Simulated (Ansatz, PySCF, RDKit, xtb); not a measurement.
Dimer: HF (SMILES F) (first 2 atoms) with C4H6 (SMILES C=CC=C); geometry from B3LYP-D3(BJ)/def2-TZVP.
(charge 0, multiplicity 1):
```xyz
12

F      0.5360     0.0197     0.2479
H      0.6546     0.2495     1.1478
C      1.0991     1.2997     3.0001
C      0.6517     0.1078     3.4137
C     -0.7408    -0.1942     3.6943
C     -1.1686    -1.3883     4.1038
H      0.4249     2.1366     2.8592
H      2.1500     1.4782     2.8169
H      1.3587    -0.7050     3.5559
H     -1.4515     0.6147     3.5534
H     -2.2139    -1.5786     4.3046
H     -0.4818    -2.2141     4.2481
```

Interaction energies are E(AB) − E(A) − E(B) at the monomers' geometry in the complex; basis-set methods are counterpoise corrected. RDKit's UFF carries no charges.

The values were computed with Ansatz (a first-principles code); PySCF for the dispersion terms; RDKit for the force fields; xtb for the GFN methods. Values without a source in brackets are computed.

Task: One of these levels gives 14.89 kcal/mol for the interaction energy. Name it.
(A) BLYP-D4/def2-TZVPPD
(B) UFF
(C) GFN-FF
(D) revPBE-D3(BJ)/def2-TZVPPD

Result: B, UFF. The others give -2.90 (GFN-FF), -4.79 (BLYP-D4/def2-TZVPPD), -5.21 (revPBE-D3(BJ)/def2-TZVPPD)
